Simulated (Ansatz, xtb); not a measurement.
**Relaxing a trial structure of CH2B2ClF2**

The starting geometry of this gas-phase doublet was built from a drawn formula by distance geometry and a force field; its bonds are those of `FB[B][C@H](F)Cl`.

```xyz
8

C     0.1719   -0.8083    1.9814
B    -1.3386   -1.7561    4.1785
B    -1.1080   -0.7304    2.8690
Cl    0.0324    0.3561    0.6404
F    -2.5543   -1.6205    4.9867
F     1.2995   -0.5491    2.7377
H    -0.5530   -2.5397    4.4265
H     0.2428   -1.8483    1.5419
```

**Question.** Predict what it relaxes into with r2SCAN-D4/def2-SVP.

**Answer.** It rearranges to `FBB(Cl)[CH]F`. Contacts that open: C1–Cl4 (1.78 → 2.79 Å). Contacts that close: B3–Cl4 (2.73 → 1.77 Å).

The energy falls by 3.27 eV over 29 steps:

```tsv
step	E − E(last) (eV)
1	3.268
4	2.203
7	2.063
10	1.966
13	1.776
17	1.515
20	0.481
23	0.096
26	0.003
29	0.000
```

Final geometry (Å):

```xyz
8

C     0.6652   -1.0509    2.0604
B    -1.3058   -1.5616    4.0663
B    -0.7658   -0.9253    2.5632
Cl   -1.8799   -0.0597    1.4880
F    -2.5502   -1.3150    4.4611
F     1.5780   -1.6870    2.7804
H    -0.6350   -2.2364    4.8214
H     1.0860   -0.6602    1.1214
```

From the same start GFN2-xTB ends elsewhere, differing in C1–Cl4 (1.83 against 2.79 Å here).

No frequencies were run, so the end isn't proven a minimum. Open shells are spin-unrestricted. Run with Ansatz 0.2.0, 120 s on 2 threads of Intel(R) Xeon(R) Platinum 8488C (Sapphire Rapids) (shared host).
